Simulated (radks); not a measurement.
Charge is removed step by step from the 3d down level of Se+, starting from [Ar] 3d(up 5, down 5) 4s2 4p3. Method: scalar-relativistic Kohn-Sham, PBE, spin-polarised, spherical densities, point nucleus; open shells are filled with parallel spins first; computed with a radial shooting solver on a logarithmic mesh with Libxc functionals.

| removed (e) | E - E(0) (eV) | eigenvalue (eV) | E minus straight line (eV) |
|---|---|---|---|
| 0 | 0.000 | -63.121 | 0.000 |
| 0.1 | 6.423 | -65.382 | -1.057 |
| 0.2 | 13.074 | -67.671 | -1.887 |
| 0.3 | 19.955 | -69.990 | -2.486 |
| 0.4 | 27.070 | -72.337 | -2.853 |
| 0.5 | 34.420 | -74.711 | -2.983 |
| 0.6 | 42.010 | -77.113 | -2.874 |
| 0.7 | 49.840 | -79.540 | -2.524 |
| 0.8 | 57.915 | -81.994 | -1.930 |
| 0.9 | 66.236 | -84.474 | -1.090 |
| 1 | 74.807 | -86.978 | 0.000 |

Removing the whole electron costs 74.807 eV by Delta-SCF, against 63.121 eV from minus the eigenvalue at the starting occupation. Slater's transition state (half an electron removed) gives 74.711 eV. Integrating minus the eigenvalue over the occupation (Janak's theorem) gives 74.824 eV. In this scalar-relativistic scheme the density is built from large components alone, so the theorem holds only approximately. The mean slope of the eigenvalue, de/dn, is 23.9 eV per electron.
